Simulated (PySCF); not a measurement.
1,3-dichlorobuta-1,2-diene (C₄H₄Cl₂), SMILES ClC=C=C(C)Cl. Atoms are numbered in the order given.

```xyz
10

C     -1.9605    -1.3765     0.4041
C     -1.0572    -0.3401    -0.1943
Cl    -1.9053     1.0521    -0.8780
C      0.2512    -0.3855    -0.2493
C      1.5555    -0.4460    -0.2964
Cl     2.5965     0.1882     0.9648
H     -2.6575    -1.7595    -0.3585
H     -1.3742    -2.2116     0.8112
H     -2.5641    -0.9309     1.2110
H      2.1128    -0.8944    -1.1242
```
Charge 0, spin multiplicity 1.

The structure is a stationary point at B3LYP-D3(BJ)/def2-SVP.

The numbers are results of PBE/pcSseg-1 in PySCF, not measurements.

GIAO shieldings, no solvent; atoms alike by connectivity are averaged. δ = σ(ref) − σ: ¹³C against TMS (σ = 182.0 ppm); ³⁵Cl against HCl (σ = 936.5 ppm); ¹H against TMS (σ = 31.49 ppm), references at their B3LYP-D3(BJ)/def2-TZVP geometries, non-relativistic (without spin–orbit terms, shifts of atoms bonded to Cl or Br come out too high).

```
atoms       nucleus  count  δ (ppm)
----------  -------  -----  -------
C4              ¹³C      1    212.6
C2              ¹³C      1        …
C5              ¹³C      1    109.9
C1              ¹³C      1        …
Cl3            ³⁵Cl      1        …
Cl6            ³⁵Cl      1    259.8
H10              ¹H      1        …
H7, H8, H9       ¹H      3     2.47
```

Q: Complete the blanks. (The exact figures need the calculation; the answer reports its results.)

A: 
- Cl3, δ (ppm): 316.9
- C2, δ (ppm): 128.3
- H10, δ (ppm): 6.77
- C1, δ (ppm): 30.5
